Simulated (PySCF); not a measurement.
## Dipole response of Li⁻ (lithium, charge -1)

[He] 2s2, closed-shell 1S. Calculation: PySCF 2.14, in aug-cc-pVQZ (6s5p4d3f2g, 80 functions); the non-relativistic Hamiltonian (point nucleus). Coupled (time-dependent) response in atomic units; α is the mean over directions.

```
method  mean α (bohr³)  C₆ (like pair)   S(−4)
   UHF            1066           31220  885700
```

S(−4) is the Cauchy moment in α(ω) = α(0) + S(−4) ω² + …

α(iu) at UHF:

```
u (hartree)  α(iu) (bohr³)
          0           1066
     0.0500          377.9
      0.100          142.4
      0.200          42.87
      0.300          20.18
      0.500          7.671
      0.750          3.569
       1.00          2.093
       1.50          1.006
       2.00         0.6066
       3.00         0.2986
       5.00         0.1191
```

A single London oscillator, α(iu) = α/(1 + u²/ω²), gives C₆ = (3/4) ω α². Matching the computed C₆ needs ω = 4 × 31220 / (3 × 1066²) = 0.0366 hartree.

For an ion, C₆ is the dispersion term alone; charge-induced terms of lower order in 1/R come first.
